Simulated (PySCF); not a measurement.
CaBr from Hartree–Fock to correlated methods

State: ²Σ⁺ (doublet), unpaired electrons σ ↑. Set-up: PySCF, no relativity, basis sets Ca def2-TZVPP, Br def2-TZVPP. De refers to Ca + Br in their high-spin ground configurations, without counterpoise correction. The functionals are run spin-unrestricted. A positive dipole means Ca(−)Br(+).

| Level | Re (Å) | ωe (cm⁻¹) | De (eV) | μ (D) |
| --- | --- | --- | --- | --- |
| UHF | 2.676 | 273 | 3.29 | -4.41 |
| UHF-MP2 | 2.636 | 280 | 3.70 | n/a |
| UHF-SCS-MP2 | 2.646 | 278 | 3.53 | n/a |
| UHF-CCSD | 2.647 | 278 | 3.41 | n/a |
| UHF-CCSD(T) | 2.644 | 278 | 3.45 | n/a |
| PBE | 2.590 | 283 | 3.92 | -3.99 |
| PW91 | 2.587 | 284 | 3.97 | -4.01 |
| r²SCAN | 2.594 | 288 | 4.21 | -4.21 |
| M06-L | 2.603 | 286 | 3.60 | -4.15 |
| TPSSh | 2.598 | 285 | 3.96 | -3.95 |
| B3LYP | 2.612 | 280 | 3.69 | -4.48 |
| PBE0 | 2.596 | 286 | 3.88 | -4.12 |
| CAM-B3LYP | 2.606 | 284 | 3.73 | -4.49 |

Task: Which functional lies closest to UHF-CCSD(T) in De, which farthest, and by how much do they differ from it?

Result: Closest is M06-L (-4.1 pm in Re, +2.9 % in ωe, +0.15 eV in De against UHF-CCSD(T) in the same basis), farthest r²SCAN (-5.0 pm in Re, +3.6 % in ωe, +0.76 eV in De). CCSD(T) converges more slowly with the basis than the functionals do and binds too weakly in this one, so the order can change at the basis-set limit.

Task: What does the triples do here, going from UHF-CCSD to UHF-CCSD(T)?

Result: UHF-CCSD(T) less UHF-CCSD: -0.3 pm in Re, +0.0 % in ωe, +0.04 eV in De. Correlation nearly always deepens the well. The bond shortens, as in weak, metallic or heavy-atom bonds, where dispersion and the correlation of outer-core electrons pull the atoms together.

Correlated steps freeze 14 core orbitals. Spin–orbit coupling is left out. The state is the lowest determinant that a PBE0 search found; another state may lie lower at other levels.

The whole job (state search and all levels along the bond) took about 20 min on 1 thread of Arm Neoverse V2 (shared host), peak memory 1.9 GiB.
